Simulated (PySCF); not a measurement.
C3H9NSi2, SMILES N#C[C@@H]([SiH3])C[SiH3]. Atoms are numbered in the order given.

```xyz
15

N     -0.0614     2.1851    -1.3372
C      0.1492     1.1271    -0.9136
C      0.4439    -0.1806    -0.3510
Si     2.2996    -0.2565     0.1219
C     -0.4548    -0.5346     0.8515
Si    -2.3095    -0.6437     0.4656
H      0.3032    -0.9232    -1.1578
H      3.1482     0.0545    -1.0634
H      2.5540     0.7209     1.2190
H      2.5772    -1.6427     0.6035
H     -0.1409    -1.5111     1.2577
H     -0.3063     0.1977     1.6632
H     -2.5181    -1.6285    -0.6408
H     -3.0333    -1.1150     1.6847
H     -2.8455     0.6836     0.0473
```
Charge 0, spin multiplicity 1.

Geometry optimised at PBE0-D3(BJ)/def2-SVP. The structure was generated by enumeration; whether it is a known compound was not checked. Other conformers were not sampled.

The numbers are results of TDA-PBE0/def2-SVPD (PySCF), not measurements.

Vertical excitations. Gas-phase values at a fixed geometry.

Give excitation energies, oscillator strengths and character. (An estimate is asked for; the answer gives what the named calculation found.)


```json
[
 {"state": "S1", "energy (eV)": "6.92", "λ (nm)": "179", "f": "0.001", "main pairs": "HOMO→LUMO 79 %"},
 {"state": "S2", "energy (eV)": "7.29", "λ (nm)": "170", "f": "0.038", "main pairs": "HOMO→LUMO+1 54 %, HOMO→LUMO 12 %, HOMO→LUMO+3 10 %"},
 {"state": "S3", "energy (eV)": "7.41", "λ (nm)": "167", "f": "0.011", "main pairs": "HOMO→LUMO+2 37 %, HOMO→LUMO+1 20 %, HOMO→LUMO+3 9 %, HOMO→LUMO 6 %"},
 {"state": "S4", "energy (eV)": "7.72", "λ (nm)": "161", "f": "0.016", "main pairs": "HOMO−1→LUMO+1 56 %, HOMO→LUMO+2 11 %, HOMO−1→LUMO 10 %"},
 {"state": "S5", "energy (eV)": "7.91", "λ (nm)": "157", "f": "0.203", "main pairs": "HOMO→LUMO+2 36 %, HOMO→LUMO+3 31 %, HOMO→LUMO+4 18 %"},
 {"state": "S6", "energy (eV)": "8.05", "λ (nm)": "154", "f": "0.018", "main pairs": "HOMO−1→LUMO 23 %, HOMO→LUMO+5 17 %, HOMO→LUMO+4 14 %, HOMO−2→LUMO+1 12 %"},
 {"state": "S7", "energy (eV)": "8.12", "λ (nm)": "153", "f": "0.068", "main pairs": "HOMO→LUMO+4 48 %, HOMO−1→LUMO 16 %, HOMO→LUMO+3 9 %"},
 {"state": "S8", "energy (eV)": "8.15", "λ (nm)": "152", "f": "0.010", "main pairs": "HOMO−2→LUMO 62 %, HOMO→LUMO+3 18 %"},
 {"state": "S9", "energy (eV)": "8.25", "λ (nm)": "150", "f": "0.040", "main pairs": "HOMO−1→LUMO 32 %, HOMO→LUMO+5 13 %, HOMO−1→LUMO+2 12 %, HOMO→LUMO+3 7 %"},
 {"state": "S10", "energy (eV)": "8.33", "λ (nm)": "149", "f": "0.014", "main pairs": "HOMO−3→LUMO 72 %"},
 {"state": "T1", "energy (eV)": "6.01", "λ (nm)": "206", "f": "0", "main pairs": "HOMO→LUMO+1 31 %, HOMO−2→LUMO+1 8 %, HOMO→LUMO 6 %, HOMO−1→LUMO+3 6 %"},
 {"state": "T2", "energy (eV)": "6.46", "λ (nm)": "192", "f": "0", "main pairs": "HOMO→LUMO 41 %, HOMO−1→LUMO+1 10 %, HOMO→LUMO+3 7 %, HOMO→LUMO+2 7 %"},
 {"state": "T3", "energy (eV)": "6.57", "λ (nm)": "189", "f": "0", "main pairs": "HOMO→LUMO+1 22 %, HOMO−1→LUMO+3 14 %, HOMO−1→LUMO+2 13 %, HOMO−1→LUMO 13 %"},
 {"state": "T4", "energy (eV)": "6.86", "λ (nm)": "181", "f": "0", "main pairs": "HOMO→LUMO 46 %, HOMO→LUMO+2 18 %, HOMO−1→LUMO+1 8 %"}
]
```
Triplets are in the Tamm–Dancoff approximation.
